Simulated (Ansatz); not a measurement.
The cluster Ge₁₂N, relaxed as a doublet with UKS PBE-D4/def2-SVP in Ansatz, starting from the GFN2-xTB geometry. Force threshold 0.03 eV/Å.

Another isomer (doublet) lies 0.55 eV lower at PBE0-D4/def2-TZVP; other spin states weren't run for this one.

Start:

| atom | x (Å) | y (Å) | z (Å) |
| --- | --- | --- | --- |
| N1 | 0.942 | -0.814 | 0.792 |
| Ge2 | 1.185 | 1.173 | 0.416 |
| Ge3 | -0.042 | -2.391 | -0.328 |
| Ge4 | -2.152 | -1.725 | 1.053 |
| Ge5 | 0.544 | -1.090 | -2.521 |
| Ge6 | -1.632 | 0.779 | 0.678 |
| Ge7 | 2.159 | 0.769 | -1.894 |
| Ge8 | 2.350 | -1.564 | -0.302 |
| Ge9 | -1.013 | 3.080 | 0.375 |
| Ge10 | -0.064 | -0.788 | 2.494 |
| Ge11 | -0.410 | 1.388 | -1.779 |
| Ge12 | -1.872 | -0.785 | -1.473 |
| Ge13 | 0.004 | 1.968 | 2.487 |

```tsv
step	energy (eV)	largest force component (eV/Å)	SCF passes
1	-679527.8310	0.779	31
2	-679528.1147	0.629	37
3	-679528.2229	0.322	34
4	-679528.2616	0.235	35
5	-679528.2703	0.142	30
6	-679528.2737	0.064	29
7	-679528.2746	0.024	29
```

Force components are those of the run's own axes.

End:

```xyz
13

N     0.974   -0.895    0.854
Ge    1.228    0.985    0.412
Ge   -0.010   -2.257   -0.261
Ge   -2.239   -1.781    1.044
Ge    0.542   -1.163   -2.621
Ge   -1.644    0.786    0.680
Ge    2.179    0.797   -1.955
Ge    2.485   -1.620   -0.261
Ge   -1.242    3.187    0.430
Ge   -0.107   -0.750    2.546
Ge   -0.421    1.453   -1.794
Ge   -1.875   -0.730   -1.529
Ge    0.130    1.988    2.455
```

By distances, no bond broke or formed. The bond that changes most is Ge5–Ge8, from 2.90 to 3.09 Å (atoms count from 1).

No frequencies were taken in this run, so the end may be a saddle point.

Run time 56 s (2 threads of AMD EPYC 7R13 on a shared host and a share (18 GiB) of an NVIDIA H100 80GB HBM3), peak host memory 1.1 GiB.
